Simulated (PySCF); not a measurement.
System: CH6BNO2 (charge 0, singlet). 
Coordinates optimised at B3LYP-D3(BJ)/def2-TZVP (Ansatz):
SMILES: CNB(O)O
```xyz
11

C      1.8389     0.7209     0.1206
N      0.7835    -0.2076     0.4795
B     -0.5420    -0.2111    -0.0376
O     -1.4826    -1.1421     0.3431
O     -0.9883     0.7192    -0.9466
H      2.5563     0.8204     0.9364
H      2.3904     0.4209    -0.7780
H      1.4271     1.7180    -0.0527
H      1.0872    -0.9676     1.0641
H     -1.1868    -1.7562     1.0181
H     -0.3154     1.3310    -1.2519
```
Charge 0, spin multiplicity 1.

Dispersion corrections to the total energy (kcal/mol) from the dftd3 and dftd4 libraries through PySCF: D3(BJ) without and D4 with the three-body term, each with the damping fitted for the functional named.

```csv
functional,D3(BJ),D4
HF,-33.74,-15.63
B2GP-PLYP,-2.20,-1.66
PW6B95,(withheld),-3.47
r2SCAN,-1.15,-1.02
PBE,-4.19,-4.01
LC-wPBE,(withheld),-4.41
HSE06,-2.52,(withheld)
```

**Question.** Complete the blanks.

**Answer.** 
- PW6B95, D3(BJ): -1.87
- LC-wPBE, D3(BJ): -3.71
- HSE06, D4: -3.07
